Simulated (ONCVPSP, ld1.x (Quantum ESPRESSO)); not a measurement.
## Potentials for iridium (Ir) compared

Generated with ld1.x 7.5 (TM, RRKJ, ultrasoft, PAW), atompaw 4.2 or ONCVPSP 4.0.1. The cutoff is in Ry: for ld1.x and atompaw files where the sum of valence levels is converged to 10 mRy in a Bessel basis, for ONCV files where the hardest occupied wave has 1 mHa per electron of residual kinetic energy. The error is the largest all-electron minus pseudo excitation energy over each file’s own four to seven test configurations (ionisations up to +4, promotions, holes and added fractions of an electron), all of which were solved. The labels leave out finer settings (local radius, basis sizes, second energies), which also bear on the numbers. Spin-polarised tests are not counted. The rows are a selection from randomly drawn settings: files with unsolved tests, undetermined cutoffs or missed reference levels are left out.

A true bound ghost makes a file unfit for plane-wave use even where its test errors are small: the radial tests pick states by their node count and pass the ghost by.

| potential | cutoff (Ry) | largest error (meV) | bound ghosts |
| --- | --- | --- | --- |
| ONCV, PBE, scalar-relativistic, rc 2.40/1.40/1.40 (spd), local smoothed, core correction yes, reference 5p6 5d7 6s1.5, qcut 2.5/11.7/6.9, projectors 2/3/2 | 82 | -31 | s |
| ONCV, LDA (Perdew-Zunger), fully relativistic, rc 1.35/1.55/2.15 (spd), local smoothed, core correction yes, reference 5s2 5p6 5d7 6s1, qcut 7.9/10.2/7.3, projectors 2/2/1 | 65 | +3.1 | none |
| TM, PBE, fully relativistic, rc 1.95/2.80/1.80 (spd), local p, core correction no, reference 5d7 6s1.75 6p0 | 40 | -135 | none |
| ONCV, LDA (Perdew-Zunger), fully relativistic, rc 1.85/1.35/1.45 (spd), local smoothed, core correction yes, reference 5s2 5p6 5d7 6s2, qcut 8.6/11.7/6, projectors 3/1/2 | 87 | -16 | none |

Fill in the row for Ir: ONCV, PBE, scalar-relativistic, rc 1.75/1.50/1.90/1.75 (spdf), local smoothed, core correction yes, reference 5s2 5p6 5d7 6s2, qcut 6.3/9.5/7.8/6.4, projectors 2/3/1/1.

cutoff 67 Ry, largest error -29 meV, bound ghosts: s.

Fill in the row for Ir: ONCV, PBEsol, non-relativistic, rc 1.75/1.95/2.20/0.85 (spdf), local smoothed, core correction yes, reference 4f14 5s2 5p6 5d7.5 6s1.5, qcut 7/7.3/8.1/17.2, projectors 2/2/2/2.

cutoff 511 Ry, largest error +1.4 meV, bound ghosts: s.

Fill in the row for Ir: TM, PBE, scalar-relativistic, rc 2.00/3.45/1.65/2.75 (spdf), local s, core correction yes, reference 5d7 6s2 6p0.

cutoff 40 Ry, largest error -163 meV, bound ghosts: none.
